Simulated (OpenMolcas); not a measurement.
An atom or ion with 21 electrons was computed by MS-CASPT2, IPEA 0.25 Eh, imaginary shift 0.1 Eh with spin-orbit coupling (OpenMolcas, ANO-RCC-VTZP, DKH2). The lowest levels that the run gave, each within 12 % of the measured value where one is at hand:

```tsv
J	Parity	E (cm-1)	g
3/2	even	0.0	0.400
5/2	even	989	1.029
7/2	even	2290	1.238
9/2	even	3850	1.333
1/2	even	24270	2.632
3/2	even	24510	1.712
5/2	even	25830	1.599
7/2	even	26520	0.889
9/2	even	27760	1.105
3/2	even	33570	1.110
1/2	even	34150	0.704
9/2	even	36970	0.916
```

Which ion is it, and what are the configurations and terms?

Ni VIII (Z = 28, charge +7; active space 3 electrons in 5 orbitals (3d)). J, parity and g give the terms where levels are pure, and mixed ones are named by the computed weights; the size of the splittings, set against known spectra of the 21-electron sequence, gives the charge. In order, with the measured energies in cm-1 (Corliss and Sugar, J. Phys. Chem. Ref. Data 10, 197 (1981)): 3d3 4F 3/2, 3d3 4F 5/2 (1012), 3d3 4F 7/2 (2184), 3d3 4F 9/2 (3721), 3d3 4P 1/2 (23261), 3d3 4P 3/2 (23710), 3d3 4P 5/2 (24669), 3d3 2G 7/2, 3d3 2G 9/2, 3d3 2P 3/2 [51 %], 3d3 2P 1/2, 3d3 2H 9/2.

Term energies are means over components that CASPT2 splits; among the terms shown or strongly mixed into the levels shown the widest spread is 740 cm-1 (3d3 4F). Computed and measured levels are paired by configuration, term and J; levels that our copy of the source lacks, or whose pairing is in doubt (as where it misses far off the trend of its configuration), stay unpaired and out of the deviations. Levels of configurations outside the active space are missing.

A share in square brackets marks a mixed level and gives the weight of the term that names it.
